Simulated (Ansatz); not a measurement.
Relaxation of GaH7OSi (10 atoms, charge 0, multiplicity 1), to a largest force component of 0.03 eV/Å in at most 50 steps.

Method: RKS B3LYP-D4/def2-SVP in Ansatz.

```xyz
10
Properties=species:S:1:pos:R:3
Ga 0.139 -0.210 -0.457
H -0.155 -0.273 2.296
H 1.525 0.494 -0.330
H -1.236 0.369 -0.932
O 0.159 -1.954 -0.032
Si -0.706 -3.358 -0.124
H 0.223 -4.526 -0.086
H -1.655 -3.476 1.025
H -1.501 -3.430 -1.391
H -0.062 -0.857 1.884
```

Question: Where does it end, and by what steps?

Answer: It converged. The force dipped under the threshold on the way, but the program's further checks kept it going. After 17 steps the energy has fallen by 0.105 eV; H7 moved furthest, 0.61 Å.

```tsv
step	energy less start (eV)	largest force component (eV/Å)	accepted
0	0.0000	1.459	yes
1	-0.0816	0.112	yes
2	-0.0875	0.284	yes
3	-0.0906	0.073	yes
4	-0.0950	0.099	yes
5	-0.0906	0.621	no
6	-0.0907	0.112	no
7	-0.0969	0.042	yes
8	-0.0988	0.070	yes
9	-0.0983	0.086	no
10	-0.0993	0.027	yes
11	-0.1003	0.025	yes
12	-0.1007	0.091	yes
13	-0.1015	0.056	yes
14	-0.1025	0.022	yes
15	-0.1035	0.079	yes
16	-0.1042	0.057	yes
17	-0.1050	0.023	yes
```

```xyz
10
Properties=species:S:1:pos:R:3
Ga 0.286 -0.315 -0.429
H -0.519 0.167 2.163
H 1.671 0.355 -0.175
H -1.062 0.317 -0.913
O 0.290 -2.097 -0.186
Si -0.669 -3.444 -0.187
H 0.109 -4.616 -0.680
H -1.145 -3.743 1.200
H -1.870 -3.269 -1.063
H -0.361 -0.578 2.124
```

The run took 35 s on 2 threads of Arm Neoverse V2, with other jobs on the host, peak memory 0.21 GiB.
